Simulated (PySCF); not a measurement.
Cl3F3OSi2, SMILES F[Si](F)(F)O[Si](Cl)(Cl)Cl (PBE0/def2-SVP optimised geometry):

```
9

Si    -1.159    -2.152     2.901
F     -0.511    -0.997     3.783
F     -2.632    -2.433     3.425
F     -0.293    -3.474     3.085
O     -1.210    -1.719     1.344
Si    -0.672    -0.956     0.000
Cl     1.362    -0.956     0.000
Cl    -1.373    -1.954    -1.621
Cl    -1.362     0.956     0.000
```

Method: PBE0/def2-TZVP (PySCF 2.14.0).

**Question.** What are the frontier orbital energies and the dipole moment?

**Answer.** HOMO-2 -9.92 eV, HOMO-1 -9.90 eV, HOMO -9.67 eV, LUMO -0.59 eV, LUMO+1 0.17 eV; dipole moment 0.88 D.

On the same geometry PBE/def2-TZVP (PySCF) gives HOMO-2 -8.44 eV, HOMO-1 -8.42 eV, HOMO -8.22 eV, LUMO -1.62 eV, LUMO+1 -0.80 eV; dipole moment 0.83 D.

Meta-Löwdin charges at PBE0/def2-TZVP: Si1 1.84, F2 -0.48, F3 -0.48, F4 -0.48, O5 -0.83, Si6 1.16, Cl7 -0.25, Cl8 -0.24, Cl9 -0.25.
